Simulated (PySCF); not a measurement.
# [Nd(HCN)]3+ at several levels of theory

Computed with PySCF 2.14.0 (density fitting, no spin-orbit coupling) at the geometry relaxed with PBE0:

```xyz
4
[Nd(HCN)]3+ (singlet in the valence; each metal's 4f electrons, 3 of them, lie in its core potential, out of spins and levels)
Nd    0.0000    0.0000   -0.2974
N     0.0000    0.0000    1.9845
C     0.0000    0.0000    3.1504
H     0.0000    0.0000    4.2653
```

```json
{"level": "PBE0", "basis": "Nd lcecp-1-SVP with ECP49, N def2-SVP, C def2-SVP, H def2-SVP", "state": "singlet", "HOMO (eV)": "-26.77", "gap (eV)": "7.04", "charge on Nd1 (e)": "2.52", "population of f-type functions on Nd1 (polarisation alone where 4f lies in the core)": "0.02", "dipole about the centre of mass (D)": "4.11", "largest force component (eV/Å)": "0.02"}
{"level": "BP86", "basis": "the same", "state": "singlet", "HOMO (eV)": "-25.61", "gap (eV)": "4.91", "charge on Nd1 (e)": "2.46", "population of f-type functions on Nd1 (polarisation alone where 4f lies in the core)": "0.02", "dipole about the centre of mass (D)": "4.39", "largest force component (eV/Å)": "1.47"}
{"level": "PBE0", "basis": "Nd lcecp-1-TZVP with ECP49, N def2-TZVP, C def2-TZVP, H def2-TZVP", "state": "singlet", "HOMO (eV)": "-26.68", "gap (eV)": "6.99", "charge on Nd1 (e)": "2.64", "population of f-type functions on Nd1 (polarisation alone where 4f lies in the core)": "0.03", "dipole about the centre of mass (D)": "4.18", "largest force component (eV/Å)": "0.89"}
```

In the lcecp rows the 4f levels are missing from HOMO and gap, and the state counts the valence alone.

Charges are Mulliken's, which hang on the basis. The relaxation used the grid (50, 194), these runs (75, 302) or, all-electron (x2c bases, spin-free X2C Hamiltonian), (99, 590).

Question: What does B3LYP with Nd lcecp-1-SVP with ECP49, N def2-SVP, C def2-SVP, H def2-SVP give here?

Answer: state singlet, HOMO (eV) -26.50, gap (eV) 6.40, charge on Nd1 (e) 2.49, population of f-type functions on Nd1 (polarisation alone where 4f lies in the core) 0.02, dipole about the centre of mass (D) 4.18, largest force component (eV/Å) 0.27. Time: 9.8 s on 2 threads of Intel(R) Xeon(R) Processor @ 2.50GHz (Skylake/Cascade Lake), with other jobs on the host, from an already converged density.

In the first row's basis the gap widens with exact exchange: 4.9 eV for BP86 (none); 6.4 to 7.0 eV for B3LYP, PBE0 (a fixed share).

An lcecp potential fixes the number of 4f electrons, so in runs with it no electron can move into or out of that shell.
